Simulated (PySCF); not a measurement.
Calculation: PBE-D3(BJ)/def2-TZVP // CAM-B3LYP-D3(BJ)/def2-TZVP (PySCF). Gas-phase values, no solvent. One relaxed conformer stands for a flexible species; it need not be the lowest. Delta-SCF ions had no search for a lower state. 

Reference species (SMILES): `C=C(Cl)/C=C/[SiH3]` (Cl–C–C–C torsion 0°) (neutral, multiplicity 1).

| Quantity | Value |
|---|---|
| LUMO | -2.43 eV |
| vertical ionisation energy (Delta-SCF) | 8.81 eV |

Changed species: `[SiH3]/C=C\C=C/Cl` (C–C–C–C torsion 180°).

Task: What does the change do to the LUMO and vertical ionisation energy (Delta-SCF)?

Result: the LUMO drops by 0.05 eV, to -2.48 eV; the vertical ionisation energy (Delta-SCF) falls by 0.20 eV, to 8.61 eV.
